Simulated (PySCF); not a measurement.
Polarisability and C₆ of Rh⁺ (rhodium, charge +1)

[Kr] 4d7 5s1, high-spin 5F determinant (an excited configuration). Calculation: PySCF 2.14, in aug-cc-pwCVTZ-DK (11s10p8d4f3g, 136 functions); the spin-free X2C one-electron Hamiltonian (Gaussian nucleus). Coupled (time-dependent) response in atomic units; α is the mean over directions.

```
method  mean α (bohr³)  C₆ (like pair)  S(−4)
  BP86           27.67           188.7  455.3
```

S(−4) is the Cauchy moment in α(ω) = α(0) + S(−4) ω² + …

Spin-orbit coupling is absent.

α(iu) at BP86:

```json
{"u (hartree)": "0", "α(iu) (bohr³)": "27.67"}
{"u (hartree)": "0.0500", "α(iu) (bohr³)": "26.60"}
{"u (hartree)": "0.100", "α(iu) (bohr³)": "23.96"}
{"u (hartree)": "0.200", "α(iu) (bohr³)": "17.97"}
{"u (hartree)": "0.300", "α(iu) (bohr³)": "13.64"}
{"u (hartree)": "0.500", "α(iu) (bohr³)": "8.931"}
{"u (hartree)": "0.750", "α(iu) (bohr³)": "6.153"}
{"u (hartree)": "1.00", "α(iu) (bohr³)": "4.616"}
{"u (hartree)": "1.50", "α(iu) (bohr³)": "2.937"}
{"u (hartree)": "2.00", "α(iu) (bohr³)": "2.046"}
{"u (hartree)": "3.00", "α(iu) (bohr³)": "1.155"}
{"u (hartree)": "5.00", "α(iu) (bohr³)": "0.5140"}
```

A single London oscillator, α(iu) = α/(1 + u²/ω²), gives C₆ = (3/4) ω α². Matching the computed C₆ needs ω = 4 × 188.7 / (3 × 27.67²) = 0.329 hartree.

For an ion, C₆ is the dispersion term alone; charge-induced terms of lower order in 1/R come first.
